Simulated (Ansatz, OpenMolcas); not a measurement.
## The same job for Ansatz

OpenMolcas 26.06 runs this on doublet SnTe+:

test.input:
```
>>> EXPORT MOLCAS_PRINT=2

&GATEWAY
  BasLib=$CurrDir
  Coord
  2
  angstrom
  Sn       0.000000       0.000000       0.009440
  Te       0.000000       0.000000       2.527330
  Basis=def2-TZVPPD
  Group=NoSym

&SEWARD
  GridInput
  Grid=UltraFine
  End of Grid

&SCF
  UHF
  Charge=1
  Spin=2
  KSDFT=PBE
  Thresholds=1e-10 1e-07 1e-07 1e-05
  PrOrbitals=1 2
```

```bash
$ export MOLCAS_MEM=1860
$ pymolcas test.input > test.log
```

(Basis files named in the input come from the Basis Set Exchange and aren't shown.)

The shape is that of a PBE0-D4/def2-TZVP optimisation. That shape belongs to the parent species and isn't relaxed for this state.

It gives a total energy of -482.065274 Eh.

**Question.** Translate the job to Ansatz 0.2.0 as an input file of the program's own.

**Answer.** One way, which was run:

run.yaml:
```yaml
crystal:
  periodic: [false, false, false]
  atoms:
    - {symbol: Sn, position_ang: [0.000000, 0.000000, 0.009440]}
    - {symbol: Te, position_ang: [-0.000000, -0.000000, 2.527330]}
basis:
  gaussian:
    orbitals: def2-TZVPPD.json
total_charge: 1
magnetization:
  spin_polarized: true
  initial_magnetization: 1
hamiltonian:
  xc: pbe
accuracy: high
output:
  orbitals: {seedname: orbitals}
```

```bash
$ ansatz run run.yaml --threads 1 --pin off --max-ram 3480MiB --events-out events.jsonl --progress --plain --runs-dir runs
```

(Basis files named in the input come from the Basis Set Exchange and aren't shown.)

Its energy is -482.065274 Eh, 0.000 mEh from the first.
